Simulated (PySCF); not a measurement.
Vertical excitations of a molecule C3H3BrClF from TDDFT-B3LYP/def2-SVPD (PySCF 2.14.0), as energy in eV (oscillator strength): 4.87 (0.000), 6.16 (0.004), 6.16 (0.009), 6.24 (0.311), 6.43 (0.016), 6.49 (0.000), 6.93 (0.000), 7.35 (0.011), 7.40 (0.009), 7.51 (0.001). Lowest triplet (TDA): 3.96 eV. Coordinates come from a B3LYP-D3(BJ)/def2-SVP optimisation. The values are those of a single conformer.

### Question
Which molecule gave these data?
A) F[C@H]1C[C@]1(Cl)Br
B) C/C(F)=C(\Cl)Br
C) C/C(Cl)=C(\F)Br
D) C/C(Br)=C(\F)Cl

### Answer
D, C/C(Br)=C(\F)Cl
